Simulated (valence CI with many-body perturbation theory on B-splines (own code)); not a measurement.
# E1 line list for Tm56+

Method: relativistic CI+MBPT: three valence electrons over a frozen Dirac-Fock core [Ne], a basis of 11 s, 11 p, 9 d, 7 f, 5 g, 2 h, 1 i functions for each j, with the one-electron correlation potential Σ1, the two-electron term Σ2, the three-electron term Σ3, Breit, model QED; selected CI, second order for the rest (own B-spline code, finite nucleus).

The last digits are not significant, and no measured levels were compared; by estimate large intervals hold to a few tenths of a per cent, small ones and those within an open d or f shell to about a per cent.

Lines 101 to 150 of 256 in falling wavelength, among levels below 9385.4 × 10³ cm⁻¹, chosen from the strongest by gf and those to the six lowest levels. Wavelengths and rates use the calculated energies. Electric multipoles are in the length gauge, E1 and E2 with the static RPA response of the core. Weak lines are less certain than strong ones. Lines between different terms over intervals too small for the method are left out, as are lines whose strength nearly cancels. The highest levels of a list are the least certain.

Levels are named by their leading jj configuration (3d3/2^4 stands for four electrons in 3d with j = 3/2), which in mixed levels can hold well under half, so a name can repeat and another be missing. Letters in brackets count levels of one name in rising energy.

| λ vac (Å) | Upper | Lower | A (s⁻¹) | S (a.u.) |
| --- | --- | --- | --- | --- |
| 30.91 | (3s 3p3/2 3d5/2) J=3/2 [a] | (3s^2 3d5/2) J=5/2 | 1.45e+11 | 8.45e-03 |
| 30.80 | (3p1/2 3p3/2^2) J=5/2 | (3s 3p1/2 3p3/2) J=3/2 [b] | 4.79e+11 | 4.15e-02 |
| 30.58 | (3p1/2 3p3/2 3d5/2) J=5/2 [a] | (3s 3p1/2 3d5/2) J=5/2 [b] | 3.77e+11 | 3.19e-02 |
| 30.56 | (3p1/2 3p3/2 3d3/2) J=5/2 [a] | (3s 3p1/2 3d3/2) J=5/2 | 2.21e+11 | 1.87e-02 |
| 30.49 | (3p1/2 3p3/2^2) J=3/2 | (3s 3p1/2 3p3/2) J=3/2 [b] | 1.91e+11 | 1.07e-02 |
| 30.46 | (3p1/2 3p3/2 3d5/2) J=9/2 | (3s 3p1/2 3d5/2) J=7/2 | 4.63e+11 | 6.45e-02 |
| 30.21 | (3s 3p3/2 3d3/2) J=3/2 [b] | (3s^2 3d3/2) J=3/2 | 6.25e+11 | 3.40e-02 |
| 30.13 | (3p1/2 3p3/2 3d5/2) J=7/2 [a] | (3s 3p1/2 3d5/2) J=5/2 [a] | 7.21e+11 | 7.78e-02 |
| 30.10 | (3p1/2 3p3/2 3d3/2) J=3/2 [b] | (3s 3p1/2 3d3/2) J=3/2 [b] | 1.37e+11 | 7.40e-03 |
| 30.03 | (3p1/2 3p3/2 3d3/2) J=3/2 [a] | (3s 3p1/2 3d3/2) J=5/2 | 2.46e+11 | 1.32e-02 |
| 30.03 | (3p1/2 3p3/2 3d3/2) J=5/2 [b] | (3s 3p1/2 3d3/2) J=3/2 [b] | 6.91e+11 | 5.54e-02 |
| 30.00 | (3p3/2^3) J=3/2 | (3s 3p3/2^2) J=3/2 | 2.17e+12 | 1.16e-01 |
| 29.98 | (3p1/2 3p3/2 3d5/2) J=5/2 [b] | (3s 3p1/2 3d5/2) J=3/2 | 1.88e+11 | 1.50e-02 |
| 29.87 | (3p1/2 3p3/2 3d5/2) J=5/2 [a] | (3s 3p1/2 3d5/2) J=7/2 | 1.01e+11 | 7.95e-03 |
| 29.82 | (3s 3p3/2 3d5/2) J=7/2 [b] | (3s^2 3d5/2) J=5/2 | 1.11e+12 | 1.17e-01 |
| 29.82 | (3p1/2 3p3/2 3d5/2) J=7/2 [b] | (3s 3p1/2 3d5/2) J=5/2 [b] | 1.38e+11 | 1.44e-02 |
| 29.74 | (3p1/2 3p3/2 3d3/2) J=3/2 [b] | (3s 3p1/2 3d3/2) J=1/2 | 1.57e+11 | 8.13e-03 |
| 29.70 | (3p1/2 3p3/2 3d3/2) J=5/2 [a] | (3s 3p1/2 3d3/2) J=3/2 [a] | 2.03e+11 | 1.57e-02 |
| 29.69 | (3p1/2^2 3p3/2) J=3/2 | (3s 3p1/2^2) J=1/2 | 2.17e+11 | 1.12e-02 |
| 29.59 | (3p1/2 3p3/2 3d3/2) J=7/2 | (3s 3p1/2 3d3/2) J=5/2 | 8.06e+11 | 8.24e-02 |
| 29.56 | (3s 3p1/2 3p3/2) J=3/2 [b] | (3s^2 3p1/2) J=1/2 | 4.59e+11 | 2.34e-02 |
| 29.55 | (3p3/2^3) J=3/2 | (3s 3p3/2^2) J=1/2 | 5.53e+11 | 2.82e-02 |
| 29.44 | (3p1/2 3p3/2 3d3/2) J=1/2 [b] | (3s 3p1/2 3d3/2) J=1/2 | 4.19e+11 | 1.06e-02 |
| 29.40 | (3p1/2 3p3/2^2) J=1/2 | (3s 3p1/2 3p3/2) J=3/2 [b] | 1.03e+12 | 2.59e-02 |
| 29.36 | (3p1/2 3p3/2 3d5/2) J=3/2 [a] | (3s 3p1/2 3d5/2) J=5/2 [a] | 2.55e+11 | 1.27e-02 |
| 29.35 | (3p1/2 3p3/2^2) J=5/2 | (3s 3p1/2 3p3/2) J=5/2 | 2.60e+11 | 1.95e-02 |
| 29.31 | (3p1/2 3p3/2 3d5/2) J=1/2 | (3s 3p1/2 3d5/2) J=3/2 | 3.37e+11 | 8.39e-03 |
| 29.26 | (3s 3p3/2 3d3/2) J=5/2 [b] | (3s^2 3d3/2) J=3/2 | 2.20e+12 | 1.64e-01 |
| 29.20 | (3p1/2 3p3/2 3d3/2) J=3/2 [a] | (3s 3p1/2 3d3/2) J=3/2 [a] | 4.05e+11 | 1.99e-02 |
| 29.14 | (3p1/2 3p3/2 3d5/2) J=7/2 [b] | (3s 3p1/2 3d5/2) J=7/2 | 1.79e+11 | 1.75e-02 |
| 29.07 | (3p1/2 3p3/2^2) J=3/2 | (3s 3p1/2 3p3/2) J=5/2 | 1.57e+11 | 7.63e-03 |
| 29.03 | (3p1/2 3p3/2 3d3/2) J=1/2 [a] | (3s 3p1/2 3d3/2) J=3/2 [a] | 8.66e+11 | 2.09e-02 |
| 28.96 | (3s 3p3/2 3d3/2) J=1/2 [b] | (3s^2 3d3/2) J=3/2 | 1.82e+12 | 4.37e-02 |
| 28.93 | (3s 3p1/2 3p3/2) J=1/2 | (3s^2 3p1/2) J=1/2 | 1.58e+12 | 3.77e-02 |
| 28.91 | (3s 3p3/2^2) J=1/2 | (3s^2 3p3/2) J=3/2 | 1.13e+12 | 2.71e-02 |
| 28.79 | (3p1/2 3p3/2 3d5/2) J=3/2 [b] | (3s 3p1/2 3d5/2) J=5/2 [b] | 6.81e+11 | 3.21e-02 |
| 28.77 | (3p1/2 3p3/2 3d3/2) J=5/2 [a] | (3p1/2^2 3p3/2) J=3/2 | 1.55e+11 | 1.09e-02 |
| 28.76 | (3s 3p1/2 3d3/2) J=3/2 [a] | (3s 3p1/2^2) J=1/2 | 1.46e+11 | 6.84e-03 |
| 28.55 | (3s 3p3/2 3d5/2) J=3/2 [b] | (3s^2 3d5/2) J=5/2 | 1.43e+12 | 6.58e-02 |
| 28.54 | (3s 3p3/2 3d3/2) J=3/2 [a] | (3s 3p1/2 3p3/2) J=3/2 [b] | 1.79e+10 | 8.22e-04 |
| 28.50 | (3s 3p3/2^2) J=3/2 | (3s^2 3p3/2) J=3/2 | 2.31e+12 | 1.05e-01 |
| 28.44 | (3s 3p3/2 3d3/2) J=1/2 [a] | (3s 3p1/2 3p3/2) J=3/2 [b] | 1.15e+11 | 2.62e-03 |
| 28.40 | (3s 3p3/2 3d5/2) J=5/2 [b] | (3s^2 3d5/2) J=5/2 | 1.23e+12 | 8.36e-02 |
| 28.36 | (3s 3p3/2 3d3/2) J=5/2 [a] | (3s 3p1/2 3p3/2) J=3/2 [b] | 1.35e+11 | 9.14e-03 |
| 28.33 | (3p1/2 3p3/2 3d5/2) J=7/2 [b] | (3s 3p1/2 3d5/2) J=5/2 [a] | 9.19e+10 | 8.25e-03 |
| 28.30 | (3p1/2 3p3/2 3d3/2) J=3/2 [a] | (3p1/2^2 3p3/2) J=3/2 | 3.45e+11 | 1.54e-02 |
| 28.26 | (3p1/2 3p3/2^2) J=5/2 | (3s 3p1/2 3p3/2) J=3/2 [a] | 4.15e+10 | 2.77e-03 |
| 28.16 | (3p1/2 3p3/2 3d5/2) J=5/2 [b] | (3s 3p1/2 3d5/2) J=5/2 [a] | 4.45e+11 | 2.94e-02 |
| 28.14 | (3p1/2 3p3/2 3d3/2) J=1/2 [a] | (3p1/2^2 3p3/2) J=3/2 | 2.71e+11 | 5.96e-03 |
| 28.05 | (3p1/2 3p3/2 3d3/2) J=5/2 [b] | (3s 3p1/2 3d3/2) J=5/2 | 1.89e+11 | 1.24e-02 |
